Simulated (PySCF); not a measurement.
Computed shifts of a molecule C₄H₄F₂O₂, PySCF with PBE/pcSseg-1, GIAO, gas phase, equivalent atoms averaged, in ppm (number of nuclei): ¹⁹F: -130.8 (1), -144.9 (1). ¹³C: 160.3 (1), 120.0 (1), 108.1 (1), 72.5 (1). ¹H: 5.96 (1), 5.51 (1), 4.99 (1), 4.78 (1). References: ¹⁹F against CFCl3 (σ = 133.6 ppm); ¹³C against TMS (σ = 182.0 ppm); ¹⁷O against H2O (σ = 334.3 ppm); ¹H against TMS (σ = 31.49 ppm), references at their B3LYP-D3(BJ)/def2-TZVP geometries, non-relativistic. Geometry: B3LYP-D3(BJ)/def2-SVP. The values are those of a single conformer.

Pick the molecule that these values belong to.
(A) FC(F)=C1COCO1
(B) CO[C@@]1(F)C=C(F)O1
(C) COC1=CC(F)(F)O1
(D) FC1(F)OC=CCO1

A, FC(F)=C1COCO1
